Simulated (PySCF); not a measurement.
FH₂OSi₂, H₂O₂Si₂, ClFOSi, FHOSi₂ and others (calculated)

Computed with PySCF 2.14.0. Calculation on a computer-drawn molecule: the log of a Hartree-Fock and frozen-core CCSD(T) single point meant for a local Hartree-Fock minimum, with one planted fault or none, to be diagnosed. Offsets are logged minus clean, where the clean run is the same molecule without the fault. The reference is restricted for singlets and unrestricted otherwise, and also for a bond in bohr or an excited solution. Adding or removing an electron swaps singlet and doublet. The excited solution moves the top pair (singlet) or top alpha electron (doublet) to the lowest empty orbital. Highest occupied and lowest empty are orbital energies over both spins, largest force is the largest gradient component, triples share is (T) over the correlation energy, the T1 limit is 0.02 restricted and 0.045 unrestricted, electrons count all cores, a negative frequency is imaginary (commonest isotopes), and the dipole is about the centre of nuclear charge.

Common to all runs: logged SCF converged yes; logged SCF stable within its kind yes; possible faults no fault, one electron removed, one electron added, multiplicity raised by two, geometry at a saddle point, SCF held on an excited solution, minimal basis STO-3G, one bond length entered in bohr, all coordinates scaled.

(1) 
```xyz
6
formula=FH2OSi2 meant_charge=0 meant_multiplicity=2 meant_basis=cc-pV(D+d)Z logged_electrons=47 logged_basis_functions=84 logged_spin_squared=0.7719 logged_highest_occupied=-9.6869 logged_lowest_empty=-0.076724 logged_largest_force=3.971e-05 logged_lowest_frequency=83.577 logged_T1_diagnostic=0.023127 logged_D1_diagnostic=0.086804 logged_triples_share=0.027607 logged_CC_converged=yes logged_dipole_magnitude=2.7213 logged_energy_HF=-753.34551 logged_energy_CCSD(T)=-753.92948 planted_fault=no_fault HF_energy_offset_from_clean_run=0 CCSD(T)_energy_offset_from_clean_run=0
O     -0.2592    -0.5533     0.1770
Si     0.1940    -0.1594    -1.1989
Si    -0.4747    -1.3895    -3.0756
F     -0.1940    -0.5428    -4.4304
H      1.1710     0.9111    -1.4894
H     -1.8897    -1.8033    -3.0746
```

Units: logged_highest_occupied, logged_lowest_empty in eV; logged_largest_force in hartree/bohr; logged_lowest_frequency in cm⁻¹; logged_dipole_magnitude in debye; logged_energy_HF, logged_energy_CCSD(T) in hartree; HF_energy_offset_from_clean_run, CCSD(T)_energy_offset_from_clean_run in kcal/mol.

Drawn bonds:
```
atom  other atom  order
   1           2      2
   2           3      1
   3           4      1
   2           5      1
   3           6      1
```

(2) 
```xyz
6
formula=H2O2Si2 meant_charge=0 meant_multiplicity=1 meant_basis=cc-pV(D+d)Z logged_electrons=46 logged_basis_functions=84 logged_spin_squared=2.0293 logged_highest_occupied=-7.9641 logged_lowest_empty=-0.80341 logged_largest_force=0.031854 logged_T1_diagnostic=0.038649 logged_D1_diagnostic=0.1851 logged_triples_share=0.034357 logged_CC_converged=yes logged_dipole_magnitude=3.9293 logged_energy_HF=-728.70761 logged_energy_CCSD(T)=-729.28505 planted_fault=multiplicity_raised_by_two HF_energy_offset_from_clean_run=22.57 CCSD(T)_energy_offset_from_clean_run=32.45
O     -0.0647    -1.4981    -1.0241
Si     0.8796    -0.6009    -0.2715
Si     0.2340     1.3243     1.1549
O      1.7671     1.7468     1.5861
H      2.3653    -0.8139    -0.3296
H      2.5577     1.3061     1.3050
```

Units: logged_highest_occupied, logged_lowest_empty in eV; logged_largest_force in hartree/bohr; logged_dipole_magnitude in debye; logged_energy_HF, logged_energy_CCSD(T) in hartree; HF_energy_offset_from_clean_run, CCSD(T)_energy_offset_from_clean_run in kcal/mol.

Drawn bonds:
```
atom  other atom  order
   1           2      2
   2           3      1
   3           4      1
   2           5      1
   4           6      1
```

(3) 
```xyz
4
formula=ClFOSi meant_charge=0 meant_multiplicity=1 meant_basis=cc-pV(D+d)Z logged_electrons=49 logged_basis_functions=74 logged_spin_squared=0.7603 logged_highest_occupied=0.50778 logged_lowest_empty=8.2379 logged_largest_force=0.10012 logged_T1_diagnostic=0.06634 logged_D1_diagnostic=0.45758 logged_triples_share=0.025031 logged_CC_converged=yes logged_dipole_magnitude=4.0093 logged_energy_HF=-922.80041 logged_energy_CCSD(T)=-923.43478 planted_fault=one_electron_added HF_energy_offset_from_clean_run=31.03 CCSD(T)_energy_offset_from_clean_run=26.15
O     -0.5577     3.5970     3.6565
Si     0.5965     2.8373     3.1220
F      0.6991     2.1808     1.6920
Cl     2.3235     2.4317     4.0389
```

Units: logged_highest_occupied, logged_lowest_empty in eV; logged_largest_force in hartree/bohr; logged_dipole_magnitude in debye; logged_energy_HF, logged_energy_CCSD(T) in hartree; HF_energy_offset_from_clean_run, CCSD(T)_energy_offset_from_clean_run in kcal/mol.

Drawn bonds:
```
atom  other atom  order
   1           2      2
   2           3      1
   2           4      1
```

Notes: T1 above single-reference limit; highest electron not bound in this basis.

(4) 
```xyz
4
formula=ClFOSi meant_charge=0 meant_multiplicity=1 meant_basis=cc-pV(D+d)Z logged_electrons=48 logged_basis_functions=74 logged_spin_squared=0 logged_highest_occupied=-13.117 logged_lowest_empty=2.0878 logged_largest_force=2.248e-05 logged_lowest_frequency=271.19 logged_T1_diagnostic=0.016726 logged_D1_diagnostic=0.056719 logged_triples_share=0.024853 logged_CC_converged=yes logged_dipole_magnitude=2.8685 logged_energy_HF=-922.84986 logged_energy_CCSD(T)=-923.47645 planted_fault=no_fault HF_energy_offset_from_clean_run=0 CCSD(T)_energy_offset_from_clean_run=0
O     -0.5577     3.5970     3.6565
Si     0.5965     2.8373     3.1220
F      0.6991     2.1808     1.6920
Cl     2.3235     2.4317     4.0389
```

Units: logged_highest_occupied, logged_lowest_empty in eV; logged_largest_force in hartree/bohr; logged_lowest_frequency in cm⁻¹; logged_dipole_magnitude in debye; logged_energy_HF, logged_energy_CCSD(T) in hartree; HF_energy_offset_from_clean_run, CCSD(T)_energy_offset_from_clean_run in kcal/mol.

Drawn bonds:
```
atom  other atom  order
   1           2      2
   2           3      1
   2           4      1
```

(5) 
```xyz
5
formula=FHOSi2 meant_charge=0 meant_multiplicity=1 meant_basis=cc-pV(D+d)Z logged_electrons=46 logged_basis_functions=29 logged_spin_squared=0 logged_highest_occupied=-5.7439 logged_lowest_empty=4.8657 logged_largest_force=0.070802 logged_T1_diagnostic=0.022293 logged_D1_diagnostic=0.077591 logged_triples_share=0.065629 logged_CC_converged=yes logged_dipole_magnitude=3.1742 logged_energy_HF=-743.53678 logged_energy_CCSD(T)=-743.7282 planted_fault=minimal_basis_STO-3G HF_energy_offset_from_clean_run=5787 CCSD(T)_energy_offset_from_clean_run=6031
O     -2.7966    -1.2396    -0.8827
Si    -2.2004    -0.0992    -0.1298
F     -0.8686    -0.1960     0.7554
Si    -2.9580     2.1591    -0.0613
H     -3.7522     1.8402     1.1852
```

Units: logged_highest_occupied, logged_lowest_empty in eV; logged_largest_force in hartree/bohr; logged_dipole_magnitude in debye; logged_energy_HF, logged_energy_CCSD(T) in hartree; HF_energy_offset_from_clean_run, CCSD(T)_energy_offset_from_clean_run in kcal/mol.

Drawn bonds:
```
atom  other atom  order
   1           2      2
   2           3      1
   2           4      1
   4           5      1
```

Notes: T1 above single-reference limit.

(6) 
```xyz
4
formula=ClO2Si meant_charge=-1 meant_multiplicity=1 meant_basis=aug-cc-pV(D+d)Z logged_electrons=48 logged_basis_functions=28 logged_spin_squared=0 logged_highest_occupied=0.43706 logged_lowest_empty=15.282 logged_largest_force=0.029594 logged_dipole_magnitude=0.40647 logged_energy_HF=-887.71775 planted_fault=minimal_basis_STO-3G HF_energy_offset_from_clean_run=6670
O     -0.7481     1.3416    -1.8935
Si    -0.6732    -0.0773    -1.3549
O     -1.4343    -0.9532    -0.3738
Cl     0.9540    -1.1343    -2.2162
```

Units: logged_highest_occupied, logged_lowest_empty in eV; logged_largest_force in hartree/bohr; logged_dipole_magnitude in debye; logged_energy_HF in hartree; HF_energy_offset_from_clean_run in kcal/mol.

Drawn bonds:
```
atom  other atom  order
   1           2      2
   2           3      1
   2           4      1
```

Notes: coupled-cluster numbers left out as unreliable; highest electron not bound in this basis.
